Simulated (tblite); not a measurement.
Species: C₅H₁₃GaN₂.
Atom-mapped SMILES: `[CH3:1][C:2]#[N+:3][Ga@@H-:4]([CH2:5][CH3:6])[NH:7][CH3:8]` (hydrogens: H9, H10, H11 on C1; H12 on Ga4; H13, H14 on C5; H15, H16, H17 on C6; H18 on N7; H19, H20, H21 on C8)

Structure used (GFN2-xTB), in Å, numbered top down from 1:
```
atom  x, y, z in Å
C1     2.7404   -2.1080    0.1897
C2     1.8379   -1.0113    0.3340
N3     1.1167   -0.1243    0.4419
Ga4   -0.8981    0.5737    0.3458
C5    -0.6121    2.2405   -0.7767
C6     0.2916    3.2565   -0.0680
N7    -1.6698   -0.9089   -0.4328
C8    -2.0805   -2.1404    0.2238
H9     3.5429   -2.0293    0.9229
H10    2.1982   -3.0408    0.3447
H11    3.1635   -2.0998   -0.8146
H12   -1.0135    0.5292    1.8950
H13   -0.1581    1.9573   -1.7371
H14   -1.5626    2.7266   -1.0312
H15    1.2614    2.8130    0.1628
H16   -0.1600    3.5762    0.8718
H17    0.4579    4.1411   -0.6857
H18   -1.9074   -0.9380   -1.4191
H19   -3.1506   -2.3399    0.0912
H20   -1.5259   -3.0120   -0.1522
H21   -1.8807   -2.0444    1.2933
```

Computed with GFN2-xTB (tblite): harmonic, unscaled wavenumbers at the GFN2-xTB geometry, gas phase. This tight-binding method is rough: wavenumbers can miss measured ones by several per cent, in bad cases by 10 to 20. Modes of hydrogen on gallium can be 10 to 20 % off. One conformer, not necessarily the lowest. The optimisation stopped once no atom felt more than 0.01 eV/Å.

Lowest wavenumbers of the output (negative numbers stand for imaginary wavenumbers):
```
mode    cm-1
  1     -24.9
  2      19.1
  3      25.2
  4      43.7
  5      60.0
  6      75.6
  7      96.7
  8     131.7
```

Question: Is this structure a minimum?

Answer: Not by this Hessian. 1 mode is imaginary beyond 20i (25i cm⁻¹), so at this level the point lies at or near a first-order saddle. The curvature is small, so loose convergence or finite differences may be the whole cause.

Question: Which atoms move in the imaginary mode?

Answer: 25i: H11 (methyl hydrogen) 34 %, H10 (methyl hydrogen) 33 %, H9 (methyl hydrogen) 30 %. These are shares of the mass-weighted motion.

Question: What is the remedy?

Answer: Step along that mode in both directions, optimise again with tighter thresholds and repeat the frequencies. The zero-point energy of this point (103.7 kcal/mol) counts the 56 real modes alone, and thermal corrections from it aren't those of a minimum.

Time: 1.4 s. Hardware: an Arm Neoverse N1 with one thread, no GPU, on a shared host. This covers the Hessian and the dipole derivatives.
